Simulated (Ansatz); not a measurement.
A nudged elastic band was laid between two geometries of C2H9FGe2 (14 atoms, charge 0, multiplicity 1).

All numbers below come from Ansatz 0.2.0, RHF/def2-SVP.

| Quantity | Value |
| --- | --- |
| movable images | 7 |
| climbing image | yes |
| spring | 5.0 eV/Å² |
| optimiser | quadratic models (default) |
| start path | through a guess of the saddle point |
| force threshold | 0.03 eV/Å |
| iteration limit | 10 |
| end points | relaxed |

Initial state:

```xyz
14
Properties=species:S:1:pos:R:3
C -1.395 1.273 1.081
Ge 0.447 0.599 1.129
C 0.628 -1.045 0.049
Ge 0.486 -0.875 -1.881
F 0.569 -2.476 -2.546
H -2.089 0.519 1.457
H -1.490 2.165 1.703
H -1.692 1.535 0.064
H 1.408 1.673 0.588
H 0.849 0.274 2.578
H -0.130 -1.759 0.381
H 1.601 -1.493 0.268
H 1.656 -0.108 -2.500
H -0.861 -0.312 -2.342
```

Final state:

```xyz
14
Properties=species:S:1:pos:R:3
C -0.934 1.786 0.815
Ge 0.083 0.193 1.339
C 1.064 -0.561 -0.200
Ge 0.021 -1.384 -1.617
F 1.137 -1.923 -2.832
H -1.682 1.544 0.058
H -1.449 2.211 1.678
H -0.268 2.548 0.405
H 1.102 0.556 2.432
H -0.874 -0.874 1.904
H 1.759 -1.317 0.175
H 1.670 0.233 -0.644
H -0.914 -0.403 -2.328
H -0.727 -2.638 -1.158
```

What changes between the two ends?

No bond is made or broken. The dihedral C1–Ge2–C3–Ge4 goes from 69 to -69°. The two ends are copies of one structure, up to a mirror image or an exchange of like atoms.

Give the energies along the band, and the barrier.

The run converged. The highest image is number 4 of 0 to 8, 1.2 kcal/mol above the ends, which have the same energy within 2 meV. Another band between the same ends (7 images) ends at a top of the same energy, where a vibrational analysis finds 1 clearly imaginary mode.

| image | path coordinate (Å) | energy (kcal/mol) | dihedral C1–Ge2–C3–Ge4 (°) |
| --- | --- | --- | --- |
| 0 | 0.00 | 0.0 | 69 |
| 1 | 0.92 | 0.1 | 58 |
| 2 | 1.84 | 0.3 | 41 |
| 3 | 2.76 | 0.9 | 21 |
| 4 | 3.68 | 1.2 | 0 |
| 5 | 4.58 | 0.9 | -20 |
| 6 | 5.48 | 0.4 | -40 |
| 7 | 6.38 | 0.1 | -56 |
| 8 | 7.28 | 0.0 | -69 |

What is the geometry of the highest image?


```xyz
14
Properties=species:S:1:pos:R:3
C -1.066 1.563 0.677
Ge 0.383 0.413 1.342
C 0.923 -0.982 0.039
Ge 0.011 -1.048 -1.675
F 0.716 -2.352 -2.578
H -1.965 0.982 0.459
H -1.324 2.308 1.431
H -0.767 2.093 -0.229
H 1.609 1.283 1.663
H -0.077 -0.279 2.636
H 0.800 -1.959 0.511
H 1.990 -0.866 -0.165
H 0.231 0.204 -2.526
H -1.476 -1.390 -1.555
```

The run took 4 min on 2 threads of Arm Neoverse V2, with other jobs on the host, peak memory 0.5 GiB.
